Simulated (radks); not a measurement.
Spin polarisation of the 5d7 shell in Ir. Start: [Xe] 4f14 5d(up 3.5, down 3.5) 6s2; electrons of 5d are moved from spin down to spin up, other shells keep equal spins. Calculated with a radial shooting solver on a logarithmic mesh with Libxc functionals: scalar-relativistic Kohn-Sham, BLYP, spin-polarised, spherical densities, point nucleus.

moment (Bohr magnetons) = 0: E - E(0) (eV) 0.000; e(5d up) (eV) -6.996; e(5d down) (eV) -6.996; 6s down minus up (eV) 0.000; 5p down minus up (eV) 0.000; 4f down minus up (eV) 0.000
moment (Bohr magnetons) = 0.75: E - E(0) (eV) -0.079; e(5d up) (eV) -7.200; e(5d down) (eV) -6.777; 6s down minus up (eV) 0.195; 5p down minus up (eV) 0.411; 4f down minus up (eV) 0.077
moment (Bohr magnetons) = 1.5: E - E(0) (eV) -0.317; e(5d up) (eV) -7.389; e(5d down) (eV) -6.545; 6s down minus up (eV) 0.389; 5p down minus up (eV) 0.820; 4f down minus up (eV) 0.154
moment (Bohr magnetons) = 2.25: E - E(0) (eV) -0.711; e(5d up) (eV) -7.560; e(5d down) (eV) -6.300; 6s down minus up (eV) 0.579; 5p down minus up (eV) 1.227; 4f down minus up (eV) 0.230
moment (Bohr magnetons) = 3: E - E(0) (eV) -1.260; e(5d up) (eV) -7.712; e(5d down) (eV) -6.045; 6s down minus up (eV) 0.765; 5p down minus up (eV) 1.628; 4f down minus up (eV) 0.306

At moment 3 the spin-polarisation energy is -1.260 eV and the 5d exchange splitting 1.667 eV, that is 0.556 eV per Bohr magneton; E = -I m^2/4 would give I = 0.560 eV.
